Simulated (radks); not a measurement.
Results of a calculation; reference values are marked as such.
Q: The mean radii <r> (bohr) of the occupied orbitals of an atom or ion are listed with their occupations. Code: a radial shooting solver on a logarithmic mesh with Libxc functionals. Model: scalar-relativistic Kohn-Sham, r2SCAN, spin-polarised, spherical densities, finite nucleus; meta-GGA in the generalised Kohn-Sham scheme; Fermi nuclear charge, rms radius of each element as measured or else 0.836 A^(1/3) + 0.57 fm.

orbital  occ.      <r>
1s down     1  0.03263
1s up       1  0.03263
2s up       1   0.1418
2s down     1   0.1418
2p up       3   0.1237
2p down     3   0.1237
3s up       1   0.3897
3s down     1   0.3897
3p up       3   0.3899
3p down     3   0.3899
3d up       5   0.3704
3d down     5   0.3704
4s up       1   0.9860
4s down     1   0.9838
4p up       3    1.087
4p down     3    1.085
4d up       5    1.520
4d down     3    1.554

Name the element and its charge. Open shells, if any, are filled with parallel spins first.

A: Z = 45, rhodium, charge +1: Rh+ in [Kr] 4d8. The 1s radius gives Z: for a bare nucleus <r> = (2 gamma + 1)/(2Z) with gamma = sqrt(1 - (Z/c)^2), 0.0321 bohr for Z = 45, and screening makes it slightly larger (0.03263 here). The occupations add up to 44, and the charge is Z minus that.
